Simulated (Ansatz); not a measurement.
Computed with Ansatz on PBE0-D4/def2-TZVP structures; ΔE is electronic, products minus reactants. CCSD(T)/CBS is the MP2 limit (def2-TZVPP, def2-QZVPP) plus CCSD(T) − MP2 in def2-TZVPP, frozen cores. This one scheme is used for every species. Functionals use def2-TZVPP. For Ge outer-core shells are correlated without core-valence functions, which leaves a few kJ/mol of doubt a bond. Scalar relativity is left out up to krypton. Each species was taken in one conformer, which may not be the lowest.

Reaction (hydrogenolysis of a Ge–N bond): `[NH2][Ge][OH]` + H₂ → `[OH][GeH]` + NH₃

| level | ΔE (eV) |
| --- | --- |
| PBE-D4 | 0.63 |
| PBE | 0.59 |
| PBE0 | 0.56 |
| r2SCAN0 | 0.63 |
| LC-ωPBE | 0.58 |
| MP2/def2-SVP | 0.62 |
| CCSD/def2-TZVPP | 0.56 |
| MP2/def2-QZVPP | 0.74 |

(1) What does CCSD(T)/CBS give? (Best estimate.)

(2) What do rigid-rotor, harmonic-oscillator terms from PBE0-D4/def2-TZVP frequencies (298.15 K, 1 bar) make of the CCSD(T)/CBS value? (Best estimate.)

Largest T1 diagnostic among the species: 0.016.

Answers

(1) Computed: +0.64 eV. The listed levels differ from it by -0.01, -0.05, -0.08, -0.01, -0.06, -0.02, -0.08, 0.10 eV.

(2) The calculation gave: ΔZPE = +0.16 eV, ΔH = +0.77 eV, ΔS = 25 J/(mol·K), ΔG = +0.69 eV.

Leaving LDA and LC-ωPBE aside and taking each functional with its dispersion term where it has one, the values, not all of them listed here, spread over 0.16 eV, from B97M-V to r2SCAN-D4. LDA lies +0.09 eV from PBE without D4. From r2SCAN to r2SCAN0 (25 % exact exchange), in def2-TZVPP and without D4, ΔE moves by −0.04 eV.
